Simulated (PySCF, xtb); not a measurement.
CH4BClO2, SMILES COB(O)Cl. The values are those of a single conformer.

Harmonic wavenumbers (cm⁻¹) from GFN2-xTB (xtb 6.7.1) at its own minimum, in rising order: 46, 159, 190, 300, 384, 498, 526, 647, 893, 1006, 1120, 1126, 1141, 1345, 1412, 1459, 1461, 2980, 2986, 2996, 3632.

Task: What does PySCF 2.14.0 with PBE-D3(BJ)/def2-SVP give at its own minimum? (An estimate is asked for; the answer gives what the named calculation found.)

Result: 18, 135, 225, 323, 413, 501, 572, 684, 920, 1058, 1142, 1157, 1234, 1380, 1423, 1425, 1505, 2962, 3051, 3065, 3767. Paired by order, the mean absolute difference is 41 cm⁻¹ and the zero-point energies are 37.6 and 38.5 kcal/mol.
